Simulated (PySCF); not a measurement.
# Radial density of In²⁺ (indium, charge +2)

UHF, [Kr] 4d10 5s1, 2S determinant. All numbers are calculated (PySCF 2.14, the spin-free X2C one-electron Hamiltonian (Gaussian nucleus), in x2c-TZVPall (8s6p4d2f, 60 functions)).

```tsv
r (bohr)	4πr²ρ (e/bohr)	4πr²(ρα − ρβ)
0.0272	60.09	0.0022
0.0458	54.84	-0.0001
0.0770	76.70	0.0166
0.129	66.96	-0.0078
0.218	59.69	0.0121
0.366	49.60	0.0039
0.616	18.97	0.0677
1.04	18.25	-0.0554
1.74	3.894	0.4921
2.93	0.4906	0.3431
4.93	0.01467	0.0146
8.30	3.192e-05	0.0000
```

Densities and radii are taken from the X2C orbitals without a picture-change correction, which distorts them close to the nucleus.

Problem. Where is the radial spin density 4πr²(ρα − ρβ) most negative, and why is it negative at all?

Solution. Around r = 1.04 bohr, down to -0.0554 e/bohr: exchange with the open shell polarises the paired shells in an unrestricted calculation.
